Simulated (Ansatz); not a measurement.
`C[O][InH][NH2]`, charge 0, multiplicity 1.

Give a relaxed structure at PBE0-D4/def2-TZVP (Ansatz 0.2.0). (Estimate.)

The calculation gave: 
```xyz
10

C     0.1457   -0.7963   -1.4839
O     0.3561    0.5720   -1.2865
In    0.1735    1.4035    0.5119
N    -0.2263   -0.0074    1.8847
H    -0.8899   -1.1044   -1.2729
H     0.3466   -1.0407   -2.5336
H     0.8072   -1.4261   -0.8706
H     0.4810    3.0584    0.6795
H    -0.5964   -0.8951    1.5823
H    -0.5973    0.2360    2.7892
```
This is one stationary point; other conformers may exist.
